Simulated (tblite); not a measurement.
C5H3ClOS.
SMILES with atom numbers: `[O:1]=[C:2]([Cl:3])[c:4]1[cH:5][cH:6][s:7][cH:8]1` (hydrogens: H9 on C5; H10 on C6; H11 on C8)

Computed geometry: GFN2-xTB, gas phase.

**Question.** List the bond lengths, angles and torsions at this level.

**Answer.** 
| bond | length (Å) | order |
| --- | --- | --- |
| O1=C2 | 1.189 | double |
| C2–Cl3 | 1.781 | single |
| C2–C4 | 1.448 | single |
| C4–C5 | 1.428 | aromatic |
| C5–C6 | 1.351 | aromatic |
| C6–S7 | 1.726 | aromatic |
| S7–C8 | 1.701 | aromatic |
| C4–C8 | 1.373 | aromatic |
| C5–H9 | 1.074 | single |
| C6–H10 | 1.072 | single |
| C8–H11 | 1.072 | single |

Orders are formal, as drawn. A selection of angles:
| angle | degrees |
| --- | --- |
| O1–C2–Cl3 | 119.2 |
| O1–C2–C4 | 127.7 |
| Cl3–C2–C4 | 113.1 |
| C2–C4–C5 | 121.3 |
| C2–C4–C8 | 126.8 |
| C5–C4–C8 | 111.9 |
| C4–C5–C6 | 112.4 |
| C4–C5–H9 | 122.5 |
| C6–C5–H9 | 125.1 |
| C5–C6–S7 | 112.0 |
| C5–C6–H10 | 128.6 |
| S7–C6–H10 | 119.4 |
| C6–S7–C8 | 91.5 |
| S7–C8–H11 | 120.4 |
| C4–C8–S7 | 112.1 |
| C4–C8–H11 | 127.5 |

Dihedral angles: O1–C2–C4–C5 0° (synperiplanar).

The C–S distances run from 1.701 Å (S7–C8, aromatic) to 1.726 Å (C6–S7, aromatic), a spread of 0.025 Å. The 8 heavy atoms lie in one plane (0.001 Å rms). The C–C distances run from 1.351 Å (C5–C6, aromatic) to 1.448 Å (C2–C4, drawn single), a spread of 0.097 Å. Of the pairs four or more bonds apart, Cl3···H11 is among the closest relative to their van der Waals radii: 2.72 Å, 92 % of the sum of Bondi's values. The 5-membered ring C4–C5–C6–S7–C8 has internal angles of 91.5° to 112.4° (sum 540°, against 540° for a flat polygon); it is planar, 0.00 Å rms from its mean plane, widest ring torsion 0°.

Point group: Cs (every atom within 0.08 Å of its image). Its GFN2-xTB frequencies are all real (lowest 49 cm⁻¹). The numbers are those of one conformer. 3 starts were optimised and ended at 0.00, 0.11 and 0.11 kcal/mol (GFN2-xTB); the lowest of these is shown.
